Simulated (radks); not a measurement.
Q: Coherent X-ray form factor from a spherical all-electron density. Calculated with a radial shooting solver on a logarithmic mesh with Libxc functionals: Dirac Kohn-Sham, PBEsol, spin-unpolarised, spherical densities, finite nucleus; Fermi nuclear charge, rms radius of each element as measured or else 0.836 A^(1/3) + 0.57 fm.

sin(theta)/lambda (1/angstrom)  f0 (electrons)
0.05                                    48.205
0.1                                     46.113
0.15                                    43.337
0.2                                     40.378
0.25                                    37.494
0.3                                     34.783
0.4                                     29.988
0.5                                     26.104
0.6                                     23.104
0.8                                     19.079
1                                       16.366
1.25                                    13.486
1.5                                     10.926
2                                        7.378

The species is in the configuration that NIST lists as its ground one. Which atom or ion scatters so?

A: The tin ion Sn+, [Kr] 4d10 5s2 5p1. Extrapolating in s^2 from the first two rows gives f0(0) = 48.9, near the electron count 49; among species with that count, the fall with angle is slower the higher Z, and the table is that of Z = 50; from so few rows the species is fixed only to a neighbour or two.
